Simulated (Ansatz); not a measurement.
C2H9NOSi can be A, `C[SiH](N)CO`, or B, `CN(C)[SiH2]O`.

Isolated molecules relaxed with PBE0-D4/def2-TZVP in Ansatz; ΔE leaves out vibrations. CCSD(T)/CBS adds triple-zeta CCSD(T) − MP2 to the extrapolated MP2 energy (def2 sets, frozen cores). DFT in def2-TZVPP. B3LYP here is the variant with VWN-RPA as its local correlation; programs differ in this. Each species was taken in one conformer, which may not be the lowest.

Which is lower in electronic energy at CCSD(T)/CBS, and by how much? (Estimate.)

Ansatz gave: B, by 14.4 kcal/mol.

Give E(B) − E(A) in kcal/mol with CCSD(T)/def2-TZVPP, CCSD(T)/def2-SVP, HF/def2-TZVPP, MP2/def2-TZVPP, B3LYP, ωB97M-V, CCSD/def2-TZVPP. (Best estimate.)

Ansatz gave: CCSD(T)/def2-TZVPP -15.0, CCSD(T)/def2-SVP -17.3, HF/def2-TZVPP -18.7, MP2/def2-TZVPP -15.9, B3LYP -14.6, ωB97M-V -13.2, CCSD/def2-TZVPP -15.4. None reverses the order clearly.

Does the order hold for the free energy at 298.15 K (harmonic terms from PBE0-D4)? (Estimate.)

Ansatz gave: Yes: G(B) − G(A) = -14.6 kcal/mol, for one conformer each. Modes under 60 cm⁻¹, often nearly free rotors, make the harmonic entropy too high.

Largest T1 diagnostic: 0.011.

From BLYP to BHLYP (50 % exact exchange), in def2-TZVPP and without D4, E(B) − E(A) moves by −2.3 kcal/mol. In def2-TZVPP, CCSD(T) changes the Hartree–Fock value by +3.6 kcal/mol (the triples alone add +0.4 kcal/mol) and MP2 by +2.8 kcal/mol.
